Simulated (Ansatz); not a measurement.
`N[SiH]([SiH3])[SnH3]` + silanol → `N[SiH]([SiH3])O[SiH3]` + `[SnH4]`  (cleavage of the Si–Sn bond)

Gas-phase electronic energies from Ansatz, PBE0-D4/def2-TZVP geometries. CCSD(T)/CBS adds triple-zeta CCSD(T) − MP2 to the extrapolated MP2 energy (def2 sets, frozen cores). Functionals use def2-TZVPP. B3LYP here is the variant with VWN-RPA as its local correlation; programs differ in this. Elements past krypton have def2 core potentials. For Sn outer-core shells are correlated without core-valence functions, which leaves a few kJ/mol of doubt a bond. Each species was taken in one conformer, which may not be the lowest.

`N[SiH]([SiH3])[SnH3]`:

Cartesian coordinates in Å:
```
N -1.664 0.746 -0.970
Si -0.700 -0.239 0.079
Si 0.266 0.859 1.917
Sn 1.152 -1.301 -1.347
H -1.209 1.429 -1.555
H -2.544 1.105 -0.630
H -1.584 -1.316 0.609
H 1.223 1.899 1.445
H -0.765 1.535 2.756
H 1.012 -0.105 2.774
H 2.377 -1.985 -0.370
H 1.885 -0.104 -2.328
H 0.551 -2.521 -2.380
```

`O[SiH3]`:

Cartesian coordinates in Å:
```
O -0.467 0.657 -0.996
Si 0.241 -0.059 0.308
H -1.180 0.190 -1.431
H -0.738 -0.295 1.404
H 1.293 0.877 0.765
H 0.851 -1.370 -0.050
```

`N[SiH]([SiH3])O[SiH3]`:

Z-matrix (Å, degrees):
```
Si
Si 1 2.343
O 1 1.647 2 108.4
N 1 1.708 2 107.3 3 125.0
H 1 1.484 2 113.7 3 -116.9
H 2 1.488 1 111.4 3 42.9
H 2 1.488 1 110.9 3 164.1
H 2 1.492 1 109.5 3 -76.7
Si 3 1.634 1 141.5 2 88.4
H 4 1.006 1 122.7 2 160.2
H 4 1.006 1 122.7 2 -39.1
H 9 1.483 3 108.4 1 -164.3
H 9 1.487 3 110.6 1 75.8
H 9 1.489 3 110.6 1 -44.5
```

`[SnH4]`:

```xyz
5

Sn    0.000    0.000    0.000
H    -1.092    0.765   -1.061
H    -0.609    0.071    1.590
H     1.507    0.793   -0.067
H     0.194   -1.628   -0.462
```

```tsv
level	ΔE (kJ/mol)	difference from CCSD(T)/CBS
PBE-D4	-78.8	14.7
r2SCAN-D4	-96.2	-2.7
PBE0-D4	-86.2	7.3
B3LYP-D4	-101.3	-7.8
ωB97X-V	-102.1	-8.6
ωB97M-V	-102.5	-9.0
B2PLYP	-102.0	-8.5
PBE	-77.5	16.0
r2SCAN	-95.6	-2.1
PBE0	-85.0	8.5
B3LYP	-99.5	-6.0
HF/def2-TZVPP	-124.3	-30.8
MP2/def2-TZVPP	-99.1	-5.6
SCS-MP2/def2-TZVPP	-105.4	-11.9
CCSD/def2-TZVPP	-104.0	-10.5
CCSD(T)/def2-TZVPP	-100.9	-7.4
HF/def2-QZVPP	-126.2	-32.7
MP2/def2-QZVPP	-95.5	-2.0
SCS-MP2/def2-QZVPP	-102.0	-8.5
HF/CBS(def2)	-126.5	-33.0
MP2/CBS(def2)	-91.7	1.8
CCSD/CBS(def2)	-96.6	-3.1
CCSD(T)/CBS	-93.5	0
```

Largest T1 diagnostic among the species: 0.013.

From PBE to PBE0 (25 % exact exchange), in def2-TZVPP and without D4, ΔE moves by −7.5 kJ/mol. In def2-TZVPP, CCSD(T) changes the Hartree–Fock value by +23.4 kJ/mol (the triples alone add +3.1 kJ/mol) and MP2 by +25.2 kJ/mol.
